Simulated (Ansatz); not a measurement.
A CCSD(T) single point on `[OH][In]([F])[SH]`.

```yaml
crystal:
  periodic: [false, false, false]
  atoms:
    - {symbol: O, position_ang: [1.364756, -0.158689, -1.215365]}
    - {symbol: In, position_ang: [0.315109, -0.362780, 0.434381]}
    - {symbol: F, position_ang: [1.249581, -1.424151, 1.757131]}
    - {symbol: S, position_ang: [-1.817017, 0.452102, 1.023974]}
    - {symbol: H, position_ang: [0.919131, 0.365425, -1.885654]}
    - {symbol: H, position_ang: [-1.989458, 1.064194, -0.160567]}
basis:
  gaussian: {orbitals: def2-SVP}
correlation: {method: ccsd_t}
```

```sh
$ ansatz run in.yaml --threads 2 --pin off --events-out ev --progress --plain
```

Output of Ansatz, abridged:

```
Functional definition: HF
860 factors; integrals over basis functions are off by at most 7.0e-4 eV
mean field evaluation 1: about -20730.4724 eV, gradient 4.8e1 eV
mean field evaluation 2: about -20730.5614 eV, gradient 4.8e1 eV
mean field evaluation 4: about -20735.0716 eV, gradient 2.5e0 eV
mean field evaluation 8: about -20735.1190 eV, gradient 3.7e-1 eV
mean field -20735.11959206 eV, -762.0015902395 hartree, gradient 2.3e-6 eV, S^2 0.000000; 0 other end points of the search recorded, 0 dependent functions left out
11 core orbitals not correlated: weight in the atoms' cores, before any rotation towards them, 1.000 or more for the frozen orbitals, at most 0.000 for the correlated occupied ones
reference -20735.11959206 eV, -762.0015902395 hartree; 17, 17 occupied and 54, 54 virtual orbitals, 860 factors
second order -16.17947858 eV of doubles, -0.00000000 eV of singles
cycle   1  -16.28784006 eV  change   -1.1e-1 eV  update   1.1e-1
cycle   2  -16.68330341 eV  change   -4.0e-1 eV  update   3.8e-2
cycle   3  -16.82103975 eV  change   -1.4e-1 eV  update   2.3e-2
cycle   4  -16.82001300 eV  change    1.0e-3 eV  update   5.8e-3
cycle   5  -16.81434400 eV  change    5.7e-3 eV  update   2.4e-3
cycle   6  -16.81417411 eV  change    1.7e-4 eV  update   8.4e-4
cycle   7  -16.81405984 eV  change    1.1e-4 eV  update   2.7e-4
cycle   8  -16.81396332 eV  change    9.7e-5 eV  update   1.0e-4
cycle   9  -16.81397944 eV  change   -1.6e-5 eV  update   3.4e-5
perturbative correction -0.39470016 eV, -0.0145049632 hartree
Total energy: -20752.32827166 eV, -762.6339975502 hartree
```

Run time 7 s (2 threads of a server CPU on a shared host); peak host memory 0.28 GiB.

Correlation energy per correlated electron: -0.506 eV. T1 diagnostic: 0.0147.
